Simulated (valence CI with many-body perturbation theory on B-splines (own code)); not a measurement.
Results of a calculation; reference values are marked as such.
**A CI+MBPT run for Se³⁺**

Level of theory: relativistic CI+MBPT: three valence electrons over a frozen Dirac-Fock core [Ar] 3d10, a basis of 11 s, 11 p, 9 d, 7 f, 5 g, 2 h, 1 i functions for each j, with the one-electron correlation potential Σ1 (screened to all orders), the two-electron term Σ2, the three-electron term Σ3, Breit, model QED; selected single and double excitations, second order for the rest, scaled by the run's own slope (own B-spline code, finite nucleus).

Command, and the settings that its task file holds:

```sh
python run_cv.py task.json out
```

```
atom Se  Z=34  mass_number=80  rms_radius_fm=4.1400
core [Ar] 3d10
valence 4s2 4p1
avg = 1
basis = L
breit = 1
cap = 40000
capref = 1200
cscale = 1
de = 0.0
dress = 0
eps = 2e-08
extrap = 1
h = 0.27
hh = 1
l2 = 3
lcore = 6
maxit = 60
n2 = 5
natural = 1
nlev = 60
nno = [7, 7, 6, 5, 4, 2, 1]
nroot = 26
nsp = [4, 4, 3, 2, 1, 0, 0]
pt2 = 1
qed = 1
rpa = 1
s1 = 1
s2 = 1
s3 = 1
screen = 1
tol = 2e-05
whole = 1
```

It took 3 min on 1 thread of Intel(R) Xeon(R) Processor @ 2.30GHz (shared host).

Log. The first blocks belong to the next ion, which gives the ionisation energy. Fields: 2J, parity (1 odd), roots, reference size, generating configurations, candidates as configurations/state functions, variational space P, stored matrix elements, Davidson steps; e2 is the range of second-order energies in hartree. The first line gives the box (bohr), its intervals, the orbitals and the steps of their self-consistent field. Window is the range of levels sought, series limit the energy at which the first omitted orbital would enter, core excitation an estimate of the first excitation out of the core, left out the lowest levels not solved, and shifts from estimates the range by which levels moved from their first estimate, all in cm⁻¹.

```
rmax 24.7 intervals 66 orbitals 81 references ['4s2 4p', '4s 4p2', '4s2 4d'] scf 7 t 1.9
2J=0 par=0 roots 2 ref 20 generators 8 cand 331/331 P 351/351 nnz 0 it 0
2J=0 par=0 roots 2 ref 20 generators 23 cand 21/21 P 372/372 nnz 0 it 0
   second order: generators 28 cand 10/10 e2 -0.00000 -0.00000
reference levels 138, estimated 138, window 279832 1/cm; series limit 286793, core excitation 491501
2J=1 par=1 roots 13 ref 19 generators 55 cand 3888/5911 P 5810/8672 nnz 6e+06 it 10
2J=1 par=1 roots 13 ref 19 generators 136 cand 3927/6114 P 9737/14786 nnz 1.5e+07 it 12
   second order: generators 280 cand 18484/28604 e2 -0.00009 -0.00000
2J=3 par=1 roots 18 ref 27 generators 61 cand 2754/5805 P 4078/8328 nnz 6.7e+06 it 9
2J=3 par=1 roots 18 ref 27 generators 153 cand 5900/13174 P 9978/21502 nnz 3.4e+07 it 9
   second order: generators 299 cand 25637/56946 e2 -0.00011 -0.00000
2J=1 par=0 roots 10 ref 13 generators 41 cand 2711/4053 P 4471/6563 nnz 4.2e+06 it 7
2J=1 par=0 roots 10 ref 13 generators 103 cand 1833/2791 P 6304/9354 nnz 7.4e+06 it 8
   second order: generators 217 cand 20739/32061 e2 -0.00006 -0.00001
2J=3 par=0 roots 12 ref 17 generators 47 cand 2578/5762 P 3948/8496 nnz 7e+06 it 17
2J=3 par=0 roots 12 ref 17 generators 118 cand 4263/9670 P 8211/18166 nnz 2.6e+07 it 13
   second order: generators 232 cand 26739/58575 e2 -0.00009 -0.00001
2J=5 par=0 roots 9 ref 16 generators 43 cand 2431/6080 P 3652/8698 nnz 7.3e+06 it 10
2J=5 par=0 roots 9 ref 16 generators 95 cand 4119/10511 P 7771/19209 nnz 3e+07 it 11
   second order: generators 205 cand 30115/76851 e2 -0.00010 -0.00001
2J=5 par=1 roots 12 ref 19 generators 43 cand 2218/5667 P 3408/8222 nnz 7.3e+06 it 11
2J=5 par=1 roots 12 ref 19 generators 130 cand 5143/13442 P 8551/21664 nnz 3.9e+07 it 9
   second order: generators 247 cand 29934/76569 e2 -0.00011 -0.00001
2J=7 par=1 roots 7 ref 10 generators 28 cand 2153/6003 P 3397/8678 nnz 7.6e+06 it 11
2J=7 par=1 roots 7 ref 10 generators 87 cand 4021/11142 P 7418/19820 nnz 3.3e+07 it 10
   second order: generators 175 cand 30129/82864 e2 -0.00010 -0.00002
2J=9 par=1 roots 2 ref 2 generators 10 cand 901/2092 P 2165/4592 nnz 2.8e+06 it 4
2J=9 par=1 roots 2 ref 2 generators 29 cand 1313/3453 P 3478/8045 nnz 7.9e+06 it 6
   second order: generators 55 cand 24524/68991 e2 -0.00004 -0.00003
2J=7 par=0 roots 3 ref 9 generators 26 cand 2086/5334 P 3137/8069 nnz 6.9e+06 it 6
2J=7 par=0 roots 3 ref 9 generators 68 cand 2226/5995 P 5363/14064 nnz 1.9e+07 it 11
   second order: generators 135 cand 31255/85230 e2 -0.00009 -0.00002
2J=9 par=0 roots 2 ref 5 generators 18 cand 1460/3919 P 2586/6847 nnz 5.6e+06 it 6
2J=9 par=0 roots 2 ref 5 generators 44 cand 1680/4519 P 4266/11366 nnz 1.4e+07 it 6
   second order: generators 85 cand 26714/71640 e2 -0.00008 -0.00002
left out: unestimated none, estimated 316119, shifts from estimates -51 to 84
operators 3.5
```

The Davidson iterations converged.

Set against measurement, 16 paired levels are off by 168 cm⁻¹ on average, the worst by 454. These come from a selection out of Moore, Atomic Energy Levels, vol. II, NSRDS-NBS 35 (1971 reprint of NBS Circular 467, 1952), an old analysis. Levels without a partner in it may be off by more.

* Valence energy: -7.067338 hartree
* Ionisation energy: 42.959 eV (NIST: 42.947 eV (measured))
* Reference configurations for the orbitals: 4s2 4p, 4s 4p2, 4s2 4d
* Radial orbitals: 81
* Box radius: 24.72 bohr
* Largest variational space: 21664
* Lowest levels: 4s²4p ²P°_1/2 0.000, 4s²4p ²P°_3/2 0.541, 4s4p² ⁴P_1/2 9.818, 4s4p² ⁴P_3/2 10.035, 4s4p² ⁴P_5/2 10.337, 4s4p² ²D_3/2 12.892, 4s4p² ²D_5/2 12.954, 4s4p² ²S_1/2 15.941, 4s4p² ²P_1/2 16.875, 4s4p² ²P_3/2 17.153, 4s²4d ²D_3/2 18.984, 4s²4d ²D_5/2 19.033, 4s²5s ²S_1/2 19.497, 4s²5p ²P°_1/2 23.534 eV
